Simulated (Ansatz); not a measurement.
`O[SiH][Si](O)(F)F` radical. The species carries charge 0 and has multiplicity 2. The structure was optimised at the PBE0-D4/def2-TZVP level. It is one conformer, not always the lowest.

```xyz
9

O    -2.214    0.597    1.034
Si   -1.217    0.811   -0.266
Si    0.759   -0.408   -0.063
O     1.478   -0.472   -1.515
F     1.823    0.088    1.015
F     0.349   -1.866    0.440
H    -2.372   -0.306    1.320
H    -1.009    2.277   -0.387
H     2.403   -0.721   -1.579
```

Problem. What is the dipole moment at ωB97M-V/def2-TZVPP? (Estimate.)

Solution. Computed: 1.10 D, with components (0.31, -0.63, -0.84) D in this frame, pointing from negative to positive charge.

Problem. And with PBE, r2SCAN, B3LYP? (Estimate.)

Solution. The calculation gave: PBE 0.94 D, r2SCAN 1.00 D, B3LYP 1.05 D.

Problem. Give the Mulliken charges with ωB97M-V, r2SCAN, PBE in def2-TZVPP. (Best estimate.)

Solution. Computed: 
```csv
atom,ωB97M-V,r2SCAN,PBE
O1,-0.34,-0.38,-0.32
Si2,0.17,0.24,0.16
Si3,0.77,0.79,0.67
O4,-0.36,-0.40,-0.33
F5,-0.30,-0.31,-0.26
F6,-0.30,-0.31,-0.27
H7,0.19,0.21,0.20
H8,-0.01,-0.06,-0.04
H9,0.19,0.21,0.20
```

B3LYP here is the variant with VWN-RPA as its local correlation; programs differ in this.
